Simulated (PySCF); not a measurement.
## C3H3F3O: core ionisation energies

Compound: C3H3F3O.
SMILES with atom numbers: `[CH2:1]=[CH:2][O:3][C:4]([F:5])([F:6])[F:7]`

Method: delta-SCF UKS SCAN, pcX-2 on the ionised atom, pcseg-1 elsewhere, spin-free X2C (PySCF 2.14.0). Binding energies are ΔSCF values: E(core-ionised, relaxed orbitals) − E(ground state) at a fixed geometry, referred to the vacuum level.

Task: List the computed XPS lines with their assignment.

Result: 
| atom(s) | bonded to | level | binding energy (eV) | above the level's lowest (eV) | count |
| --- | --- | --- | --- | --- | --- |
| F5/F6/F7 | C | F 1s | 694.40 | 0.00 | 3 |
| O3 | 2 C | O 1s | 540.93 | 0.00 | 1 |
| C4 | 3 F and O | C 1s | 300.06 | +9.05 | 1 |
| C2 | O, C (double bond) and H | C 1s | 293.19 | +2.18 | 1 |
| C1 | C (double bond) and 2 H | C 1s | 291.01 | 0.00 | 1 |

The listed C 1s values span 9.05 eV, from C1 (bonded to C (double bond) and 2 H) to C4 (bonded to 3 F and O). Summing the Pauling electronegativity differences to the bonded atoms, each weighted by its formal bond order, gives -0.70 for the lowest site and +5.18 for the highest; no listed site has a larger sum than the highest.

Task: Which photon energy gives electrons from O 1s of O3 a kinetic energy of 150 eV, and what is their de Broglie wavelength?

Result: hν = 540.93 + 150 = 690.93 eV, recoil neglected; λ = 12.264 Å/√(E/eV) = 1.00 Å.

One atom of each set of topologically equivalent atoms was ionised and stands for the set; in this conformer not all members are related by symmetry, and their own values weren't computed. The structure is a single GFN2-xTB conformer in the gas phase; no vibrational or solvent corrections.

Shape of the structure used: `[CH2:1]=[CH:2][O:3][C:4]([F:5])([F:6])[F:7]`: C1–C2–O3–C4 0°, C2–O3–C4–F5 180°.
